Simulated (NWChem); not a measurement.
All runs are NWChem calculations. System: BeF2, charge 0, spin multiplicity 1, at a geometry optimised with B3LYP/def2-SVP. The structure started from a generated list of species. Level: CIS/aug-cc-pVDZ.

NWChem printed:

```
             Northwest Computational Chemistry Package (NWChem) 7.3.0
             --------------------------------------------------------

                                NWChem Input Module
                                -------------------

 Scaling coordinates for geometry "geometry" by  1.889725989
 (inverse scale =  0.529177249)

 Turning off AUTOSYM since
 SYMMETRY directive was detected!

                             Geometry "geometry" -> ""
                             -------------------------

 Output coordinates in angstroms (scale by  1.889725989 to convert to a.u.)

  No.       Tag          Charge          X              Y              Z
 ---- ---------------- ---------- -------------- -------------- --------------
    1 Be                   4.0000     0.00000000     0.00000000     0.00000000
    2 F                    9.0000     0.00000000     0.00000000     1.38650400
    3 F                    9.0000     0.00000000     0.00000000    -1.38650400

 Effective nuclear repulsion energy (a.u.)      42.9370852969

            Nuclear Dipole moment (a.u.)
            ----------------------------
        X                 Y               Z
 ---------------- ---------------- ----------------
     0.0000000000     0.0000000000     0.0000000000

      Symmetry information
      --------------------

 Group name             D2h
 Group number             26
 Group order               8
 No. of unique centers     2

      Symmetry unique atoms

     1    2


 Summary of "ao basis" -> "" (spherical)
 ------------------------------------------------------------------------------
       Tag                 Description            Shells   Functions and Types
 ---------------- ------------------------------  ------  ---------------------
 *                        aug-cc-pvdz                 on all atoms

  xc_inp: hfexch multiplicative factor not found.

                                 NWChem DFT Module
                                 -----------------

 Summary of "ao basis" -> "ao basis" (spherical)
 ------------------------------------------------------------------------------
       Tag                 Description            Shells   Functions and Types
 ---------------- ------------------------------  ------  ---------------------
 Be                       aug-cc-pvdz                9       23   4s3p2d
 F                        aug-cc-pvdz                9       23   4s3p2d

 Summary of "ao basis" -> "ao basis" (spherical)
[...]
            d_CD1 =   0.7421 Angstrom
            d_CD2 =  -1.9031 Angstrom
            d_CD3 =   2.5766 Angstrom
     Pearson C.C. =   0.1263

     Occ.    8  b3u ---  Virt.   24  b2g      0.13074
     Occ.    8  b3u ---  Virt.   38  b2g      0.05930
     Occ.    9  b2u ---  Virt.   23  b3g      0.13074
     Occ.    9  b2u ---  Virt.   39  b3g      0.05930
     Occ.   10  b3g ---  Virt.   12  b2u      0.27383
     Occ.   10  b3g ---  Virt.   18  b2u      0.60152
     Occ.   10  b3g ---  Virt.   27  b2u     -0.05185
     Occ.   10  b3g ---  Virt.   29  b2u     -0.19648
     Occ.   11  b2g ---  Virt.   13  b3u     -0.27383
     Occ.   11  b2g ---  Virt.   17  b3u     -0.60152
     Occ.   11  b2g ---  Virt.   26  b3u      0.05185
     Occ.   11  b2g ---  Virt.   28  b3u      0.19648
  ----------------------------------------------------------------------------
  Root   4 singlet au             0.488301474 a.u.               13.2874 eV
  ----------------------------------------------------------------------------
     Transition Moments    X  0.00000   Y  0.00000   Z -0.00000
     Transition Moments   XX -0.00000  XY  0.00000  XZ  0.00000
     Transition Moments   YY -0.00000  YZ  0.00000  ZZ  0.00000
     Dipole Oscillator Strength                    0.0000000000
     Electric Quadrupole                           0.0000000000
     Magnetic Dipole                               0.0000000000
     Total Oscillator Strength                     0.0000000000

          sigma_e =   2.2742 Angstrom
          sigma_h =   1.5321 Angstrom
         |d_h->e| =   0.0000 Angstrom
            d_exc =   2.5766 Angstrom
            d_CD1 =   0.7421 Angstrom
            d_CD2 =  -1.9031 Angstrom
            d_CD3 =   2.5766 Angstrom
     Pearson C.C. =   0.1263

     Occ.    8  b3u ---  Virt.   23  b3g      0.13074
     Occ.    8  b3u ---  Virt.   39  b3g      0.05930
     Occ.    9  b2u ---  Virt.   24  b2g     -0.13074
     Occ.    9  b2u ---  Virt.   38  b2g     -0.05930
     Occ.   10  b3g ---  Virt.   13  b3u      0.27383
     Occ.   10  b3g ---  Virt.   17  b3u      0.60152
     Occ.   10  b3g ---  Virt.   26  b3u     -0.05185
     Occ.   10  b3g ---  Virt.   28  b3u     -0.19648
     Occ.   11  b2g ---  Virt.   12  b2u      0.27383
     Occ.   11  b2g ---  Virt.   18  b2u      0.60152
     Occ.   11  b2g ---  Virt.   27  b2u     -0.05185
     Occ.   11  b2g ---  Virt.   29  b2u     -0.19648
  ----------------------------------------------------------------------------
  Root   5 singlet b1u            0.502514074 a.u.               13.6741 eV
  ----------------------------------------------------------------------------
     Transition Moments    X  0.00000   Y  0.00000   Z -0.39154
     Transition Moments   XX  0.00000  XY -0.00000  XZ -0.00000
     Transition Moments   YY  0.00000  YZ -0.00000  ZZ -0.00000
     Dipole Oscillator Strength                    0.0513593933
     Electric Quadrupole                           0.0000000000
     Magnetic Dipole                               0.0000000000
     Total Oscillator Strength                     0.0513593933

          sigma_e =   2.3035 Angstrom
          sigma_h =   1.5484 Angstrom
         |d_h->e| =   0.0000 Angstrom
            d_exc =   2.4756 Angstrom
            d_CD1 =   0.7551 Angstrom
            d_CD2 =  -1.9259 Angstrom
            d_CD3 =   2.4756 Angstrom
     Pearson C.C. =   0.2208

     Occ.    6  b1u ---  Virt.   14  ag      -0.66321
     Occ.    6  b1u ---  Virt.   16  ag       0.56090
     Occ.    6  b1u ---  Virt.   30  ag      -0.18807
     Occ.    7  ag  ---  Virt.   15  b1u      0.09777
     Occ.    7  ag  ---  Virt.   19  b1u      0.20447
     Occ.    7  ag  ---  Virt.   34  b1u      0.10550
     Occ.    7  ag  ---  Virt.   40  b1u      0.05605
     Occ.    8  b3u ---  Virt.   24  b2g     -0.05050
     Occ.    9  b2u ---  Virt.   23  b3g      0.05050
     Occ.   10  b3g ---  Virt.   12  b2u      0.12528
     Occ.   10  b3g ---  Virt.   18  b2u      0.21917
     Occ.   10  b3g ---  Virt.   29  b2u     -0.05733
     Occ.   11  b2g ---  Virt.   13  b3u      0.12528
     Occ.   11  b2g ---  Virt.   17  b3u      0.21917
     Occ.   11  b2g ---  Virt.   28  b3u     -0.05733

              Target root =      1
          Target symmetry = none
      Ground state energy =   -213.702483622255
        Excitation energy =      0.434902478167
     Excited state energy =   -213.267581144087

  stored tddft:energy   -213.26758114408716

 Task  times  cpu:       18.1s     wall:       18.1s

 Total times  cpu:       18.1s     wall:       18.1s
```

Q: Write an NWChem input that would produce this output.

A: Several could match; the one computed here: 
```
start mol
memory heap 200 mb stack 900 mb global 1100 mb
geometry units angstroms nocenter noautoz
  Be     0.000000     0.000000     0.000000
  F      0.000000     0.000000     1.386504
  F      0.000000     0.000000    -1.386504
  symmetry group D2h
end
basis spherical
  * library aug-cc-pvdz
end
dft
  xc hfexch
  semidirect memsize 60000000 filesize 0
  iterations 100
end
tddft
  cis
  nroots 5
  notriplet
  thresh 1e-4
end
task tddft energy
```
